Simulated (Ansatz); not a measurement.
Ansatz (a program for electronic structure) job for Sn(H)(Br)(NH2)2 (BrH₅N₂Sn), SMILES [NH2][SnH]([NH2])[Br], PBE-D3(BJ)/def2-SVP. 

Ansatz 0.2 input:
```yaml
crystal:
  periodic: [false, false, false]
  atoms:
    - {symbol: Sn, position_ang: [0.15165694, -0.59656113, 0.43424671]}
    - {symbol: N, position_ang: [-1.40392131, -1.85320783, 0.10767616]}
    - {symbol: N, position_ang: [1.74173456, -1.41177657, -0.51977635]}
    - {symbol: Br, position_ang: [-0.29239509, 1.69395147, -0.53438945]}
    - {symbol: H, position_ang: [0.42467753, -0.38620359, 2.10324429]}
    - {symbol: H, position_ang: [-2.15875218, -1.73372426, 0.78109226]}
    - {symbol: H, position_ang: [-1.80858965, -1.75048032, -0.82165827]}
    - {symbol: H, position_ang: [1.44721923, -2.01731688, -1.28476894]}
    - {symbol: H, position_ang: [2.38173315, -0.71762861, -0.90191299]}
basis:
  gaussian:
    orbitals: def2-SVP
hamiltonian:
  xc: pbe
  dispersion: d3bj
relax: {f_tol: 0.002, max_steps: 200}
```

Output:

```
WARN ansatz: RAYON_NUM_THREADS=1 ignored (pool sized by the plan → 1); use --threads N
Functional definition: PBE
integrals: 0.06 GiB planned
1270 factors; their error is unknown
mean field: 0.31 GiB planned
mean field evaluation 1: about -78899.4280 eV, gradient 8.7e1 eV
mean field evaluation 2: about -78790.2312 eV, gradient 1.9e2 eV
mean field evaluation 4: about -78914.6177 eV, gradient 1.8e1 eV
mean field evaluation 8: about -78915.3742 eV, gradient 2.8e-1 eV
mean field evaluation 16: about -78915.2903 eV, gradient 1.4e-3 eV
mean field -78915.29032405 eV, -2900.0834287037 hartree, gradient 6.2e-5 eV, S^2 0.000000; 0 other end points of the search recorded, 0 dependent functions left out
the calculation of the forces begins
reference -78915.29036576 eV, -2900.0834302367 hartree; 38, 38 occupied and 73, 73 virtual orbitals, 1270 factors
relax step   1: F+E_penalty+E_count = -78915.48982625 eV  Δ(F+E_penalty+E_count) = +0.000e0 eV  max|allowed force component| = 4.393e-1 eV/Å  Δτ_max = 0.0000 Å  (28 SCF iters, accepted)
these checks for a lower state are left out or cut short: starts, cluster_reference, orbital_swaps, neighbouring_geometries, increment
integrals: 0.06 GiB planned
1270 factors; their error is unknown
mean field: 0.31 GiB planned
mean field -78915.32006200 eV, -2900.0845215534 hartree, gradient 2.5e-5 eV, S^2 0.000000; 0 other end points of the search recorded, 0 dependent functions left out
the calculation of the forces begins
reference -78915.32010398 eV, -2900.0845230960 hartree; 38, 38 occupied and 73, 73 virtual orbitals, 1270 factors
relax step   2: F+E_penalty+E_count = -78915.51617318 eV  Δ(F+E_penalty+E_count) = -2.635e-2 eV  max|allowed force component| = 2.116e-1 eV/Å  Δτ_max = 0.0746 Å  (29 SCF iters, accepted)
these checks for a lower state are left out or cut short: starts, cluster_reference, orbital_swaps, neighbouring_geometries, increment
integrals: 0.06 GiB planned
1270 factors; their error is unknown
mean field: 0.31 GiB planned
mean field evaluation 32: about -78915.3255 eV, gradient 2.6e-5 eV
mean field -78915.32547221 eV, -2900.0847203749 hartree, gradient 2.6e-5 eV, S^2 0.000000; 0 other end points of the search recorded, 0 dependent functions left out
the calculation of the forces begins
reference -78915.32551420 eV, -2900.0847219182 hartree; 38, 38 occupied and 73, 73 virtual orbitals, 1270 factors
relax step   3: F+E_penalty+E_count = -78915.52224779 eV  Δ(F+E_penalty+E_count) = -6.075e-3 eV  max|allowed force component| = 9.611e-2 eV/Å  Δτ_max = 0.0263 Å  (29 SCF iters, accepted)
these checks for a lower state are left out or cut short: starts, cluster_reference, orbital_swaps, neighbouring_geometries, increment
integrals: 0.06 GiB planned
1270 factors; their error is unknown
mean field: 0.31 GiB planned
mean field -78915.32641007 eV, -2900.0847548405 hartree, gradient 2.6e-5 eV, S^2 0.000000; 0 other end points of the search recorded, 0 dependent functions left out
the calculation of the forces begins
reference -78915.32645205 eV, -2900.0847563832 hartree; 38, 38 occupied and 73, 73 virtual orbitals, 1270 factors
relax step   4: F+E_penalty+E_count = -78915.52360767 eV  Δ(F+E_penalty+E_count) = -1.360e-3 eV  max|allowed force component| = 3.054e-2 eV/Å  Δτ_max = 0.0187 Å  (29 SCF iters, accepted)
these checks for a lower state are left out or cut short: starts, cluster_reference, orbital_swaps, neighbouring_geometries, increment
integrals: 0.06 GiB planned
1270 factors; their error is unknown
mean field: 0.31 GiB planned
mean field -78915.32662541 eV, -2900.0847627541 hartree, gradient 2.6e-5 eV, S^2 0.000000; 0 other end points of the search recorded, 0 dependent functions left out
the calculation of the forces begins
reference -78915.32666741 eV, -2900.0847642977 hartree; 38, 38 occupied and 73, 73 virtual orbitals, 1270 factors
relax step   5: F+E_penalty+E_count = -78915.52374391 eV  Δ(F+E_penalty+E_count) = -1.362e-4 eV  max|allowed force component| = 1.484e-2 eV/Å  Δτ_max = 0.0093 Å  (30 SCF iters, accepted)
these checks for a lower state are left out or cut short: starts, cluster_reference, orbital_swaps, neighbouring_geometries, increment
integrals: 0.06 GiB planned
1270 factors; their error is unknown
mean field: 0.31 GiB planned
mean field -78915.32672706 eV, -2900.0847664900 hartree, gradient 2.7e-5 eV, S^2 0.000000; 0 other end points of the search recorded, 0 dependent functions left out
the calculation of the forces begins
reference -78915.32676910 eV, -2900.0847680346 hartree; 38, 38 occupied and 73, 73 virtual orbitals, 1270 factors
relax step   6: F+E_penalty+E_count = -78915.52381817 eV  Δ(F+E_penalty+E_count) = -7.426e-5 eV  max|allowed force component| = 8.991e-3 eV/Å  Δτ_max = 0.0215 Å  (29 SCF iters, accepted)
these checks for a lower state are left out or cut short: starts, cluster_reference, orbital_swaps, neighbouring_geometries, increment
integrals: 0.06 GiB planned
1270 factors; their error is unknown
mean field: 0.31 GiB planned
mean field -78915.32675140 eV, -2900.0847673842 hartree, gradient 8.4e-6 eV, S^2 0.000000; 0 other end points of the search recorded, 0 dependent functions left out
the calculation of the forces begins
reference -78915.32679343 eV, -2900.0847689288 hartree; 38, 38 occupied and 73, 73 virtual orbitals, 1270 factors
relax step   7: F+E_penalty+E_count = -78915.52384039 eV  Δ(F+E_penalty+E_count) = -2.222e-5 eV  max|allowed force component| = 4.550e-3 eV/Å  Δτ_max = 0.0056 Å  (23 SCF iters, accepted)
these checks for a lower state are left out or cut short: starts, cluster_reference, orbital_swaps, neighbouring_geometries, increment
integrals: 0.06 GiB planned
1270 factors; their error is unknown
mean field: 0.31 GiB planned
mean field evaluation 64: about -78915.3268 eV, gradient 7.2e-4 eV
mean field -78915.32675916 eV, -2900.0847676695 hartree, gradient 1.8e-5 eV, S^2 0.000000; 0 other end points of the search recorded, 0 dependent functions left out
the calculation of the forces begins
reference -78915.32680119 eV, -2900.0847692142 hartree; 38, 38 occupied and 73, 73 virtual orbitals, 1270 factors
relax step   8: F+E_penalty+E_count = -78915.52384374 eV  Δ(F+E_penalty+E_count) = -3.350e-6 eV  max|allowed force component| = 8.936e-4 eV/Å  Δτ_max = 0.0024 Å  (23 SCF iters, accepted)
these checks for a lower state are left out or cut short: starts, cluster_reference, orbital_swaps, neighbouring_geometries, increment
integrals: 0.06 GiB planned
1270 factors; their error is unknown
mean field: 0.31 GiB planned
mean field -78915.32676871 eV, -2900.0847680202 hartree, gradient 9.1e-6 eV, S^2 0.000000; 0 other end points of the search recorded, 0 dependent functions left out
the calculation of the forces begins
reference -78915.32681075 eV, -2900.0847695652 hartree; 38, 38 occupied and 73, 73 virtual orbitals, 1270 factors
relax step   9: F+E_penalty+E_count = -78915.52384531 eV  Δ(F+E_penalty+E_count) = -1.573e-6 eV  max|allowed force component| = 1.761e-3 eV/Å  Δτ_max = 0.0040 Å  (23 SCF iters, accepted)
integrals: 0.06 GiB planned
1270 factors; their error is unknown
mean field: 0.31 GiB planned
mean field -78915.32676871 eV, -2900.0847680202 hartree, gradient 1.3e-5 eV, S^2 0.000000; 1 other end points of the search recorded, 0 dependent functions left out
the calculation of the forces begins
reference -78915.32681075 eV, -2900.0847695652 hartree; 38, 38 occupied and 73, 73 virtual orbitals, 1270 factors
Total energy: -78915.52388735 eV, -2900.0920119968 hartree
Atom 0 at     0.147830    -0.592735     0.426540 Å, force    -0.000578     0.001466    -0.000212 eV/Å
Atom 1 at    -1.414073    -1.896664     0.119252 Å, force    -0.000568    -0.000254    -0.000187 eV/Å
Atom 2 at     1.765841    -1.450168    -0.510194 Å, force     0.000716    -0.000042    -0.001761 eV/Å
Atom 3 at    -0.311304     1.719726    -0.562977 Å, force     0.000042    -0.000325    -0.000075 eV/Å
Atom 4 at     0.437811    -0.389824     2.112403 Å, force     0.000294    -0.000674    -0.000057 eV/Å
Atom 5 at    -2.172539    -1.711227     0.791025 Å, force     0.000244     0.000051     0.000015 eV/Å
Atom 6 at    -1.824301    -1.754780    -0.814908 Å, force     0.000225    -0.000102     0.000272 eV/Å
Atom 7 at     1.441960    -1.969806    -1.339191 Å, force     0.000261     0.000635     0.001345 eV/Å
Atom 8 at     2.412137    -0.727468    -0.858198 Å, force    -0.000634    -0.000756     0.000660 eV/Å
Dipole moment:    -0.122432    -0.209002    -0.078290 e Å
```

The calculation finished and met its thresholds.
